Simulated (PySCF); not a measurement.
# Electric field gradients and quadrupole coupling constants

Compound: C5H7FO.
Z-matrix (Å and degrees, GFN2-xTB geometry), rows numbered from 1:
```
C 
C   1  1.5043
C   2  1.4828  1  121.18
C   3  1.5161  2   61.25  1  -110.42
C   4  1.4574  2  119.71  3  -106.27
O   5  1.1839  4  130.87  2    42.59
F   5  1.3730  4  110.48  2  -137.68
H   1  1.0865  2  111.06  3    34.74
H   1  1.0885  2  110.45  3   155.45
H   1  1.0884  2  109.62  3   -85.27
H   2  1.0846  1  113.72  3   147.36
H   3  1.0789  2  119.87  4  -106.62
H   3  1.0798  2  117.68  4   105.89
H   4  1.0819  2  117.33  3   108.58
```

Field gradients from the PBE0/pcSseg-1 density (PySCF, non-relativistic), principal values in atomic units, ordered |Vxx| ≤ |Vyy| ≤ |Vzz|:

| atom | Vxx | Vyy | Vzz |
| --- | --- | --- | --- |
| O6 | 0.5226 | 0.9761 | -1.4988 |

Problem. Find the asymmetry η = (Vxx − Vyy)/Vzz and the couplings χ = eQV/h (234.96 MHz × Q in barn × V in au), with Q(17O) = −0.0256 b.

Solution. 
```json
{"atom": "O6", "environment": "carbonyl oxygen", "nucleus": "17O", "η": "0.30", "χzz (MHz)": "9.02", "χxx (MHz)": "-3.14", "χyy (MHz)": "-5.87"}
```

The tensor is traceless: Vxx + Vyy + Vzz = 0.

Problem. What is Vzz at O6 in SI units (1 au = 9.71736 × 10²¹ V/m²)?

Solution. -1.4988 au = -14.564 × 10²¹ V/m².

Problem. And the gradient at the other heavy atoms, for which no coupling is worked out here?

Solution. 
```json
{"atom": "C1", "environment": "methyl carbon", "Vzz (au)": "0.105", "η": "0.50"}
{"atom": "C2", "environment": "three-membered-ring carbon", "Vzz (au)": "0.216", "η": "0.21"}
{"atom": "C3", "environment": "three-membered-ring carbon", "Vzz (au)": "0.219", "η": "0.19"}
{"atom": "C4", "environment": "sp3 carbon next to a carbonyl", "Vzz (au)": "0.205", "η": "0.62"}
{"atom": "C5", "environment": "acyl halide carbon", "Vzz (au)": "-0.528", "η": "0.30"}
{"atom": "F7", "environment": "acyl fluorine", "Vzz (au)": "2.534", "η": "0.37"}
```

Were the hydrogens deuterons (Q(2H) = 0.00286 b), χzz would run from 205 kHz (H8) to 223 kHz (H12).

One conformer (not necessarily the lowest) at the GFN2-xTB geometry, without solvent, vibrations or thermal averaging. GFN2-xTB bond lengths can be off by several hundredths of an ångström, more for odd bonds, and the gradients follow them. The small basis limits the accuracy of the gradients.

These values come from a run that also computed NMR shieldings. Hardware: Arm Neoverse V1, one thread, on a shared host. Cost: 16 s wall, 0.71 GiB resident at most.
